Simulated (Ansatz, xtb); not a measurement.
Isomers of H9OPSi3 in order of energy

4 gas-phase structures of H9OPSi3, from a drawn sample of its isomers (lower ones may exist). Each was relaxed with GFN2-xTB; where two conformers were screened, the lower at r2SCAN-D4/def2-SVP//GFN2-xTB is listed:

A. `[SiH3]O[SiH2][SiH2]P`, a singlet
B. `[SiH3]O[SiH2]P[SiH3]`, a singlet
C. `[SiH3]O[Si@H]([SiH3])P`, a singlet
D. `[SiH3][SiH2]O[SiH2]P`, a singlet

Q: Estimate their order in r2SCAN-D4/def2-SVP//GFN2-xTB energy at these geometries, lowest first.

A: Calculated order at r2SCAN-D4/def2-SVP//GFN2-xTB: B (0.0), C (8.1), A (8.7), D (9.5) kcal/mol. Less than 1 kcal/mol parts C and A; A and D, so the order within those pairs means little.

Energies above the lowest of each column, in kcal/mol; the last columns are at r2SCAN-D4/def2-SVP geometries:

| structure | GFN2-xTB | HF/STO-3G | r2SCAN-D4/def2-SVP//GFN2-xTB | r2SCAN-D4/def2-SVP | CCSD(T)/def2-SVP + ΔMP2/def2-TZVPP |
| --- | --- | --- | --- | --- | --- |
| B | 0.0 | 0.0 | 0.0 | 0.0 | 0.0 |
| C | 14.1 | 3.3 | 8.1 | 7.4 | 8.0 |
| A | 12.5 | 5.6 | 8.7 | 7.8 | 8.3 |
| D | 14.4 | 4.1 | 9.5 | 7.8 | 8.9 |

Every level run on B puts it lowest or level with the lowest. Flexible structures stand in one conformer each, not always the lowest. ΔMP2 is the change of the MP2 energy from the smaller to the larger basis.

Over these structures GFN2-xTB departs from r2SCAN-D4/def2-SVP//GFN2-xTB by 1.8 kcal/mol on average once a common shift is removed. A GFN2-xTB relaxation took about 0.23 s and the r2SCAN-D4/def2-SVP//GFN2-xTB energy about 1.9 s on a shared host (Ansatz 0.2.0, xtb 6.7.1).
